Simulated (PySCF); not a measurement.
CH4OSZn, SMILES C[O][Zn][SH].

Geometry: r2SCAN-D4/def2-SVP. Other conformers were not sampled.

Calculation: C-PCM-ωB97X/def2-SVP run with PySCF.

The values are the electrostatic part of the solvation free energy, E(continuum) − E(gas) at the gas-phase geometry, in a cavity of scaled van der Waals radii (PySCF's table); cavitation and dispersion terms are not included. A continuum can't describe solvent molecules that bind to the metal. In vacuum the orbital gap is 10.77 eV. The dipole moment in vacuum is 1.47 D.

Computed values in water (ε = 78.36), toluene (ε = 2.37), ethanol (ε = 24.85):
| solvent | ε | ΔG(elec) (kcal/mol) | dipole (D) | gap (eV) |
|---|---|---|---|---|
| water | 78.36 | -17.4 | 1.97 | 11.28 |
| toluene | 2.37 | -9.3 | 1.72 | 11.03 |
| ethanol | 24.85 | -16.8 | 1.96 | 11.26 |
